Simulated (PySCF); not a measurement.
HO2, SMILES [O]O, multiplicity 2. Atoms are numbered in the order given.

```xyz
3

O     -0.1249    -0.5895     0.0000
O      0.0279     0.7099     0.0000
H      0.7760    -0.9628     0.0000
```
Charge 0, spin multiplicity 2.

Coordinates come from a PBE0-D3(BJ)/def2-TZVPD optimisation. The isomer is the one that the SMILES or the coordinates give; other isomers of the formula were not compared.

Method: PBE0/def2-TZVPD (PySCF).

Mulliken values depend strongly on the basis, most of all with diffuse functions as here. ESP charges are fitted to the potential on shells at 1.4 to 2.0 van der Waals radii. Atomic charges (e):

```json
[
 {"atom": "O1", "ESP fit": "-0.23", "Mulliken": "-0.16", "Mulliken spin": "0.26"},
 {"atom": "O2", "ESP fit": "-0.15", "Mulliken": "-0.18", "Mulliken spin": "0.75"},
 {"atom": "H3", "ESP fit": "0.38", "Mulliken": "0.35", "Mulliken spin": "-0.01"}
]
```
